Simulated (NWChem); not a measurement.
CHAlClNO2; SMILES [Al]([N]=C=O)([Cl])[OH]

```xyz
7

Al    -0.4077     0.6252    -0.0001
Cl     1.2079     1.9345     0.0010
N     -0.1213    -1.1157     0.0004
C      0.1395    -2.2886     0.0001
O      0.3834    -3.4295    -0.0001
O     -1.9562     1.2866    -0.0014
H     -2.7882     0.8118    -0.0020
```
Atoms are numbered in this order, from 1.

Computed with NWChem. Pople sets run with spherical d functions. Geometry: optimised at PBE0/def2-SVP. Atomic charges in e: unrestrained fits to the electrostatic potential beside Mulliken populations; buried atoms are poorly determined by the fit.

### Question
Predict the results for Hartree-Fock/6-31G*. Quantities: ESP Al1; Mulliken Al1; ESP Cl2; Mulliken Cl2; ESP N3; Mulliken N3; ESP C4; Mulliken C4; ESP O5; Mulliken O5; relative RMS misfit of the potential (%).

### Answer
The ESP Al1 is 1.34 and the Mulliken Al1 is 1.17. The ESP Cl2 comes out as -0.38 and the Mulliken Cl2 is -0.33. The ESP N3 comes out as -0.92. The Mulliken N3 is -0.70 and the ESP C4 is 0.91. The Mulliken C4 comes out as 0.79, the ESP O5 is -0.50 and the Mulliken O5 is -0.49. The relative RMS misfit of the potential (%) is 19.
